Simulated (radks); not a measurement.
The numbers below are computed, except where a source is named.
Ar, configuration [Ar] (the NIST ground configuration).

Level of theory: scalar-relativistic Kohn-Sham, r2SCAN, spin-polarised, spherical densities, finite nucleus; meta-GGA in the generalised Kohn-Sham scheme; Fermi nuclear charge, rms radius 3.4274 fm (a radial shooting solver on a logarithmic mesh with Libxc functionals).

Energy parts (eV):
total: -14405.956
kinetic: 14481.720
electron-nucleus: -34369.153
Hartree: 6325.233
exchange-correlation: -843.755

Orbitals (lengths in bohr, moments of r in powers of bohr; <r^-3> diverges for s and p1/2):
1s: occ. 2; eigenvalue (eV) -3135.857
2s: occ. 2; eigenvalue (eV) -302.5793
2p: occ. 6; eigenvalue (eV) -233.2438; <r^-3> 127.0
3s: occ. 2; eigenvalue (eV) -25.3981
3p: occ. 6; eigenvalue (eV) -10.7112; <r^-3> 9.879

The highest occupied level is 3p at -10.711 eV. The electron density at the nucleus is 4347 e/bohr^3 (large components only).
